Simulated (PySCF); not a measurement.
**From a computed spectrum to the compound**

A species of 3 atoms with charge -1 has these harmonic modes (PBE0, small Gaussian bases with core potentials, PySCF 2.14.0):

```json
{"cm⁻¹": "58", "km/mol": "35.2", "symmetry": "a'"}
{"cm⁻¹": "318", "km/mol": "32.1", "symmetry": "a'"}
{"cm⁻¹": "433", "km/mol": "71.4", "symmetry": "a'"}
```

Problem. Which species is it, and in which structure?

Solution. [TmSF]− (singlet in the valence; each metal's 4f electrons, 13 of them, lie in its core potential, out of spins and levels):
```xyz
3

Tm   -0.1776    0.0000   -0.1706
S     2.2632    0.0000    0.6224
F    -2.2292    0.0000    0.4695
```
Ideal gas at 298.15 K and 1 bar: S = 317.1 J/(mol K), Cp = 54.2 J/(mol K), H − H(0 K) = 13.8 kJ/mol (rigid rotor, harmonic modes, spin degeneracy alone, that of the 4f electrons in the core included; the modes under 60 cm⁻¹ make these uncertain). An lcecp potential fixes the number of 4f electrons, so in runs with it no electron can move into or out of that shell.
 Other answers can fit too; this one was computed.
